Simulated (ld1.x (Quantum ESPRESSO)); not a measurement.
**iron PAW: all-electron and pseudo phase curves**

- Element: Fe (Z = 26)
- Generator: ld1.x (Quantum ESPRESSO) 7.5
- Type: PAW
- Functional: PBE
- Relativity: scalar-relativistic
- Frozen core: [Ne] 3s2
- Valence charge: 14
- Reference configuration: 3p6 3d6 4s1.75 4p0 (charge +0.25)
- Partial waves: 4s (bound): rcut 2.16, rcutus 2.58 bohr; 4s channel at 0.1 Ry: rcut 2.16, rcutus 2.58 bohr; 3p (bound): rcut 1.16, rcutus 1.58 bohr; 4p (bound, empty): rcut 1.16, rcutus 1.58 bohr; 3d (bound): rcut 1.48, rcutus 2.06 bohr; 3d channel at 3.75 Ry: rcut 1.48, rcutus 2.06 bohr
- Local potential: all-electron potential smoothed inside 1.78 bohr (lloc = -1)
- Core correction: Bessel-smoothed model core inside 0.75 bohr
- Augmentation charge: PSQ, inside the norm-conserving radii

The phase is arctan(r·u′/u) with u = r·R(r), unwrapped; energies in Ry, scanned from -7 to 5 Ry. A pole is an energy at which the radial function vanishes at the test radius. The pseudo phase is shifted by a multiple of π to meet the all-electron one at the reference energy, and phase errors are pseudo minus all-electron; the curves can meet again beyond the range given. Levels narrower than the energy grid can be missing from the lists of poles.

Question: For each channel, where are the poles, and over which energies does the pseudopotential scatter like the atom?

Answer:

```tsv
channel	radius (bohr)	reference energy (Ry)	poles, all-electron	poles, pseudo	unbroken range about the reference energy with phases within 0.05 rad	phase error 1 Ry above the reference energy (rad)
s	2.82	-0.51	0.84	0.84, 2.07	below 1.9	-0.000
p	2.82	-0.20	-4.55, 1.74	-4.55, 1.73	below 4.2	-0.000
d	2.82	-0.70	-0.61, 3.33	-0.61, 3.33	the whole range	-0.004
```

Phases in the p channel:

| E (Ry) | all-electron | pseudo |
| --- | --- | --- |
| -7.00 | 1.431 | 1.431 |
| -6.48 | 1.424 | 1.424 |
| -5.96 | 1.417 | 1.417 |
| -5.44 | 1.408 | 1.408 |
| -4.92 | 1.396 | 1.396 |
| -4.40 | -1.740 | -1.740 |
| -3.88 | -1.762 | -1.762 |
| -3.36 | -1.781 | -1.781 |
| -2.84 | -1.804 | -1.804 |
| -2.32 | -1.836 | -1.836 |
| -1.80 | -1.883 | -1.883 |
| -1.28 | -1.965 | -1.965 |
| -0.76 | -2.143 | -2.143 |
| -0.24 | -2.731 | -2.731 |
| 0.28 | -4.027 | -4.027 |
| 0.80 | -4.483 | -4.483 |
| 1.32 | -4.641 | -4.641 |
| 1.84 | -4.727 | -4.728 |
| 2.36 | -4.792 | -4.794 |
| 2.88 | -4.858 | -4.861 |
| 3.40 | -4.943 | -4.951 |
| 3.92 | -5.099 | -5.123 |
| 4.44 | -5.544 | -5.668 |
| 4.96 | -6.846 | -7.023 |
